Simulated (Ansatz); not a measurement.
Species: C2H10NSi (charge +1, singlet). It need not be the lowest isomer of its formula. 
Geometry from a B3LYP-D3(BJ)/def2-TZVP (Ansatz, a quantum-chemistry and plane-wave program) optimisation:
```xyz
14

Si    -0.9550    -0.7018    -0.7403
N      0.5519    -0.0182     0.1504
C      0.9490     1.3321    -0.3782
H      1.1395     1.2597    -1.4463
H      0.1362     2.0306    -0.1923
H      1.8462     1.6684     0.1367
C      0.3552     0.0105     1.6407
H     -0.4702     0.6810     1.8693
H      0.1276    -0.9924     1.9939
H      1.2644     0.3734     2.1148
H     -0.5505    -0.7147    -2.1519
H     -1.9995     0.2751    -0.4080
H     -1.1415    -2.0300    -0.1426
H      1.3295    -0.6543    -0.0373
```
Charge +1, spin multiplicity 1.

Basis-set convergence of Hartree-Fock and MP2 correlation energies (hartree) with Ansatz. Correlated levels leave the core frozen unless marked. No spin-orbit coupling. No relativistic terms.

| basis | functions | E(HF) | E(corr, MP2) |
|---|---|---|---|
| cc-pV(D+d)Z | 115 | -424.73957 | -0.56427 |
| cc-pV(T+d)Z | 269 | … | … |

Q: What belongs in the gaps?

A: 
- cc-pV(T+d)Z, E(HF): -424.79482
- cc-pV(T+d)Z, E(corr, MP2): -0.69306
